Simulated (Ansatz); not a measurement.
`[NH2][Al]([OH])[Br]` and `[NH2][Al]([OH])[F]` differ in one element.

Ansatz, PBE0-D4/def2-TZVP geometries, multiplicity 1. Each molecule was computed in one conformer, which needn't be the lowest.

Scalar relativity is left out up to krypton.

```
                                        property  `[NH2][Al]([OH])[Br]`
size of the dipole moment (B3LYP/def2-TZVPP) / D                   3.30
               LUMO energy (PBE/def2-TZVPP) / eV                  -1.33
           HOMO energy (ωB97M-V/def2-TZVPP) / eV                 -10.12
               HOMO energy (PBE/def2-TZVPP) / eV                  -6.29
           LUMO energy (ωB97M-V/def2-TZVPP) / eV                   1.06
              HOMO energy (PBE0/def2-TZVPP) / eV                  -7.73
```

(1) Give the same properties after the change, and the shifts. (An estimate is asked.)

## Answers

(1) Ansatz gave: 
```json
{"property": "size of the dipole moment (B3LYP/def2-TZVPP) / D", "`[NH2][Al]([OH])[F]`": "3.34", "shift": "0.04"}
{"property": "LUMO energy (PBE/def2-TZVPP) / eV", "`[NH2][Al]([OH])[F]`": "-1.27", "shift": "0.06"}
{"property": "HOMO energy (ωB97M-V/def2-TZVPP) / eV", "`[NH2][Al]([OH])[F]`": "-10.12", "shift": "0.00"}
{"property": "HOMO energy (PBE/def2-TZVPP) / eV", "`[NH2][Al]([OH])[F]`": "-6.24", "shift": "0.05"}
{"property": "LUMO energy (ωB97M-V/def2-TZVPP) / eV", "`[NH2][Al]([OH])[F]`": "1.11", "shift": "0.05"}
{"property": "HOMO energy (PBE0/def2-TZVPP) / eV", "`[NH2][Al]([OH])[F]`": "-7.71", "shift": "0.02"}
```

Dipoles are sizes alone; their direction can turn.

B3LYP here is the variant with VWN-RPA as its local correlation; programs differ in this.

Spin–orbit coupling is left out; it splits and shifts lone-pair levels of the heavy atoms by tenths of an eV.
